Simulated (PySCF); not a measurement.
Ge(F)4 cation (F4Ge), SMILES [F][Ge]([F])([F])[F] (connectivity only; charge and spin as stated), charge +1, multiplicity 2.

Geometry optimised at PBE-D3(BJ)/def2-SVP. The spin state was assumed, not searched. The isomer is the one that the SMILES or the coordinates give; other isomers of the formula were not compared.

Calculation: PBE-D3(BJ)/def2-SVP (PySCF 2.14.0).

Frequencies are harmonic and unscaled.

Modes within 1.5 cm⁻¹ of each other (mostly degenerate sets) share a row, with their intensities summed.

Computed harmonic wavenumbers and intensities:
```
mode  ν (cm⁻¹)  IR (km/mol)  moving atoms (share of kinetic energy)
----  --------  -----------  --------------------------------------
1–3        113          2.2                                 F 100 %
4          128          0.0                                 F 100 %
5          168          8.7                         F 67 %, Ge 33 %
6          579         16.8                         F 82 %, Ge 18 %
7–8        603         51.6                         F 80 %, Ge 20 %
9          638          0.0                                 F 100 %
```
